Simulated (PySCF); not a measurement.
**Partial charges of `CCNC(=O)[SiH2]NC`**

Compound: C4H12N2OSi.
Geometry (GFN2-xTB, Å), atoms numbered from 1 in this order:
```xyz
20
C4H12N2OSi angstrom
C      1.9784    1.8709   -0.1181
C      1.0568    1.5844    1.0635
N     -0.0036    0.6688    0.7060
C     -0.1084   -0.5904    1.1866
O      0.6611   -1.0328    2.0242
Si    -1.5758   -1.6195    0.4996
N     -1.7369   -1.0998   -1.1412
C     -0.6540   -1.1557   -2.1029
H      1.4220    2.3227   -0.9377
H      2.7677    2.5539    0.1837
H      2.4343    0.9496   -0.4734
H      0.6207    2.5192    1.4336
H      1.6127    1.1066    1.8737
H     -0.6457    0.9562   -0.0155
H     -2.8410   -1.2107    1.1112
H     -1.2814   -3.0339    0.7486
H     -2.6208   -1.2918   -1.5909
H      0.2821   -0.9296   -1.5967
H     -0.5565   -2.1407   -2.5702
H     -0.8168   -0.4165   -2.8907
```

Density: PBE0/pcSseg-1 (PySCF); schemes: Mulliken, IAO, Hirshfeld and ESP-fitted. Isolated species at its GFN2-xTB geometry (one conformer only).

Question: What partial charge does each atom carry?

Answer: In e; atoms taken as equivalent share a row and are averaged (×n: the atom named and its like, n in all):

```json
{"atom": "C1", "environment": "methyl carbon", "Mulliken": "-0.295", "IAO": "-0.425", "Hirshfeld": "-0.120", "ESP-fitted": "-0.390"}
{"atom": "C2", "environment": "sp3 carbon bound to nitrogen", "Mulliken": "-0.050", "IAO": "-0.156", "Hirshfeld": "-0.016", "ESP-fitted": "+0.594"}
{"atom": "N3", "environment": "nitrogen bound to a carbonyl carbon", "Mulliken": "-0.485", "IAO": "-0.330", "Hirshfeld": "-0.099", "ESP-fitted": "-0.649"}
{"atom": "C4", "environment": "carbonyl carbon", "Mulliken": "+0.178", "IAO": "+0.162", "Hirshfeld": "+0.074", "ESP-fitted": "+0.444"}
{"atom": "O5", "environment": "carbonyl oxygen", "Mulliken": "-0.441", "IAO": "-0.502", "Hirshfeld": "-0.295", "ESP-fitted": "-0.522"}
{"atom": "Si6", "environment": "SiH2 silicon", "Mulliken": "+0.749", "IAO": "+0.834", "Hirshfeld": "+0.363", "ESP-fitted": "+0.471"}
{"atom": "N7", "environment": "silicon-bound nitrogen", "Mulliken": "-0.702", "IAO": "-0.681", "Hirshfeld": "-0.244", "ESP-fitted": "-0.682"}
{"atom": "C8", "environment": "N-methyl carbon", "Mulliken": "-0.118", "IAO": "-0.301", "Hirshfeld": "-0.071", "ESP-fitted": "-0.110"}
{"atom": "H9/H10/H11", "environment": "methyl hydrogen", "Mulliken": "+0.115", "IAO": "+0.142", "Hirshfeld": "+0.042", "ESP-fitted": "+0.088"}
{"atom": "H12/H13", "environment": "methylene hydrogen", "Mulliken": "+0.132", "IAO": "+0.154", "Hirshfeld": "+0.043", "ESP-fitted": "-0.058"}
{"atom": "H14", "environment": "N–H hydrogen", "Mulliken": "+0.206", "IAO": "+0.267", "Hirshfeld": "+0.120", "ESP-fitted": "+0.300"}
{"atom": "H15/H16", "environment": "Si–H hydrogen", "Mulliken": "-0.100", "IAO": "-0.135", "Hirshfeld": "-0.079", "ESP-fitted": "-0.109"}
{"atom": "H17", "environment": "N–H hydrogen", "Mulliken": "+0.199", "IAO": "+0.256", "Hirshfeld": "+0.115", "ESP-fitted": "+0.361"}
{"atom": "H18/H19/H20", "environment": "methyl hydrogen", "Mulliken": "+0.117", "IAO": "+0.137", "Hirshfeld": "+0.040", "ESP-fitted": "+0.084"}
```

Mean size of the charges over all atoms: ESP-fitted 0.269 e, IAO 0.267 e, Mulliken 0.229 e, Hirshfeld 0.100 e. Each set sums to the total charge, 0, to within 0.001 e. The ESP scheme is a least-squares fit of atom-centred charges to the potential on four shells outside the van der Waals surface, with the total charge fixed. The Hirshfeld scheme weights the molecular density at each point by an atom's share of the summed free-atom densities.

Some averages cover members that differ in this geometry: H12/H13, ESP-fitted -0.082 to -0.035; H9/H10/H11, ESP-fitted +0.067 to +0.110; H12/H13, IAO +0.138 to +0.170; H15/H16, ESP-fitted -0.124 to -0.094 e.

Lowest charge. The schemes don't all agree: Mulliken N7 (-0.702); IAO N7 (-0.681); Hirshfeld O5 (-0.295); ESP-fitted N7 (-0.682).

Highest charge. The schemes don't all agree: Mulliken Si6 (+0.749); IAO Si6 (+0.834); Hirshfeld Si6 (+0.363); ESP-fitted C2 (+0.594).

Question: How many electrons does the IAO scheme count on C8?

Answer: Z − q = 6 − (-0.301) = 6.301.

Question: How closely do the schemes follow one another over all atoms?

Answer: Correlation coefficient and root-mean-square difference: Mulliken with IAO 0.98, 0.075 e; IAO with Hirshfeld 0.97, 0.202 e; Mulliken with Hirshfeld 0.95, 0.179 e; Mulliken with ESP-fitted 0.84, 0.190 e; Hirshfeld with ESP-fitted 0.79, 0.252 e; IAO with ESP-fitted 0.77, 0.228 e.

Question: Sum the charges by element, for elements with more than one atom.

Answer: 
```csv
element,atoms,Mulliken,IAO,Hirshfeld,ESP-fitted
C,4,-0.284,-0.719,-0.133,+0.538
N,2,-1.187,-1.011,-0.344,-1.331
H,12,+1.163,+1.398,+0.407,+0.844
```
